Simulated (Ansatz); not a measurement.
A run on F₂GeHSe, SMILES `[F][Ge]([F])[SeH]` radical with other settings.

```yaml
crystal:
  periodic: [false, false, false]
  atoms:
    - {symbol: F, position_ang: [1.117686, 0.544955, 1.411827]}
    - {symbol: Ge, position_ang: [0.051147, -0.616292, 0.558037]}
    - {symbol: F, position_ang: [1.277156, -1.835871, -0.072516]}
    - {symbol: Se, position_ang: [-0.702240, 0.413548, -1.341612]}
    - {symbol: H, position_ang: [-1.407840, 1.523690, -0.572671]}
basis:
  gaussian: {orbitals: def2-mTZVP, fitting: {mean_field: def2-universal-jkfit}}
magnetization: {spin_polarized: false, initial_magnetization: 3}
hamiltonian: {xc: {name: CAM-B3LYP}, dispersion: d4}
scf: {lower_state_search: full}
output: {forces: true}
```

```sh
$ ansatz run in.yaml --threads 4 --pin off --events-out ev --progress --plain --max-ram 10444MiB
```

Shortened log:

```
Functional definition: CAM-B3LYP
704 factors; integrals over basis functions are off by at most 1.6e0 eV
704 factors; integrals over basis functions are off by at most 9.8e-7 eV
mean field evaluation 1: about -127316.6949 eV, gradient 5.6e1 eV
mean field evaluation 2: about -127316.6936 eV, gradient 5.6e1 eV
mean field evaluation 4: about -127319.1219 eV, gradient 3.3e1 eV
mean field evaluation 8: about -127321.9560 eV, gradient 5.5e-1 eV
mean field evaluation 16: about -127321.9592 eV, gradient 1.0e-3 eV
mean field evaluation 256: about -127321.9592 eV, gradient 3.2e-4 eV
mean field -127321.95916772 eV, -4678.9956974902 hartree, gradient 4.3e-5 eV, S^2 3.750000; 12 other end points of the search recorded, 0 dependent functions left out
reference -127321.95927237 eV, -4678.9957013360 hartree; 44, 41 occupied and 69, 72 virtual orbitals, 704 factors
Total energy: -127322.06376850 eV, -4678.9995414980 hartree
Atom 0 at     1.117686     0.544955     1.411827 Å, force    -0.726228    -0.768933    -0.608752 eV/Å
Atom 1 at     0.051147    -0.616292     0.558037 Å, force     2.596010    -1.464970     0.944459 eV/Å
Atom 2 at     1.277156    -1.835871    -0.072516 Å, force    -1.226258     1.312539     0.833799 eV/Å
Atom 3 at    -0.702240     0.413548    -1.341612 Å, force     1.486131    -2.578788    -3.318065 eV/Å
Atom 4 at    -1.407840     1.523690    -0.572671 Å, force    -2.129656     3.500152     2.148559 eV/Å
Dipole moment:    -0.605561    -0.042833    -0.141930 e Å
```

It took 23 s on 4 threads of an Arm Neoverse V1 on a shared host, with 0.61 GiB of host memory at the peak.
